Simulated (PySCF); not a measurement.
Which determinant of TlS lies lowest?

Unrestricted PBE0; basis Tl cc-pVTZ-PP with ECP60, S cc-pV(T+d)Z; scalar-relativistic core potentials; PySCF 2.14. Outer shells of the fragments: Tl 5d10 6s2 6p1; S 3s2 3p4.

Followed along the bond (rough minima from three points):

```csv
2Ms+1,unpaired,⟨S²⟩ at the start,R at minimum (Å),Te (eV)
2,π ↑,0.76,2.60,0.00
2,σ ↑,0.76,2.39,0.15
4,"σ ↑, π ↑↑",3.76,none in the scan,≤ 2.94
```

Solutions found at the starting distance of 2.415 Å, counted from the lowest of them; the search is not exhaustive and high or unbound solutions are not listed, so other states can lie among these:

| 2Ms+1 | unpaired | term | E (eV) | ⟨S²⟩ | ⟨Lz²⟩ | μ (D) |
| --- | --- | --- | --- | --- | --- | --- |
| 2 | π ↑ | ²Π | 0.00 | 0.76 | 1.02 | -2.49 |
| 2 | σ ↑ | ²Σ⁺ | 0.01 | 0.76 | 0.00 | -4.46 |
| 4 | σ ↑, π ↑↑ | mixed | 3.02 | 3.76 | 2.01 | 0.02 |
| 4 | σ ↑, π ↑↑ | mixed | 3.19 | 3.76 | 2.01 | 0.05 |
| 2 | σ ↑, π ↑↓ | mixed | 3.43 | 1.76 | 2.02 | 0.29 |
| 2 | σ ↓, π ↑↑ | mixed | 3.49 | 1.77 | 2.01 | 0.14 |
| 4 | π ↑↑↑ | ⁴Π | 4.03 | 3.76 | 1.00 | 3.12 |
| 4 | σ ↑↑, π ↑ | ⁴Π | 5.00 | 3.76 | 1.01 | 1.60 |
| 4 | σ ↑↑, π ↑ | ⁴Π | 6.89 | 3.76 | 1.01 | -3.10 |

A term symbol is given only where ⟨S²⟩ and ⟨Lz²⟩ are close to those of a pure state; real π, δ and φ orbitals otherwise mix terms. A positive dipole means Tl(−)S(+).

Q: Compare the gap between the two lowest followed solutions at the starting distance with the gap between their minima.

A: At PBE0 the second solution (doublet, unpaired electrons σ ↑) lies +0.01 eV from the first (doublet, unpaired electrons π ↑) at 2.415 Å and +0.15 eV at the minima; the two curves relax by different amounts, since their minima lie near 2.39 and 2.60 Å.

Spin–orbit coupling is left out, which matters for elements this heavy, above all for dissociation energies. Counting both spins, an empty level lies below a filled one in some of these solutions, because spin and occupation are held.
